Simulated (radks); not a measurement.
Q: Excited configurations of Ru: one electron is placed in a higher orbital outside [Kr] 4d7. The ground configuration is [Kr] 4d7 5s1. All-electron calculation, scalar-relativistic Kohn-Sham, r2SCAN, spin-unpolarised, spherical densities, finite nucleus; meta-GGA in the generalised Kohn-Sham scheme; Fermi nuclear charge, rms radius 4.4809 fm. Program: a radial shooting solver on a logarithmic mesh with Libxc functionals. Excitation = E - E(ground); binding = E(ion) - E, where the ion is the core of charge +1; n* = 1/sqrt(2 binding) in atomic units, and the quantum defect is n - n*.

| outer orbital | excitation (eV) | binding (eV) | n* | quantum defect | eigenvalue (eV) | <r> (bohr) |
|---|---|---|---|---|---|---|
| 4f | 6.165 | 0.842 | 4.019 | -0.019 | -0.384 | 18.48 |
| 5p | 3.461 | 3.545 | 1.959 | 3.041 | -1.602 | 5.085 |
| 6p | 5.408 | 1.598 | 2.918 | 3.082 | -0.921 | 12.22 |
| 6d | 6.131 | 0.876 | 3.941 | 2.059 | -0.484 | 21.14 |
| 6f | 6.596 | 0.411 | 5.756 | 0.244 | -0.249 | 47.35 |
| 7d | 6.424 | 0.583 | 4.830 | 2.170 | -0.350 | 34.17 |
| 7f | 6.700 | 0.307 | 6.658 | 0.342 | -0.195 | 66.12 |

Estimate the row for 7p.

A: excitation (eV) 6.082; binding (eV) 0.925; n* 3.836; quantum defect 3.164; eigenvalue (eV) -0.575; <r> (bohr) 22.25. The Delta-SCF ionisation energy is 7.007 eV (NIST Atomic Spectra Database: 7.361 eV, measured). Self-interaction in the functional shifts the binding energies and quantum defects, so they are the method's values and not measured ones. Spin polarisation and multiplet splitting are left out, so open shells lie too high by an amount that depends on their filling.

Beside tabulated values, note that spin-unpolarised runs miss the spin-polarisation part of the exchange energy of open shells.
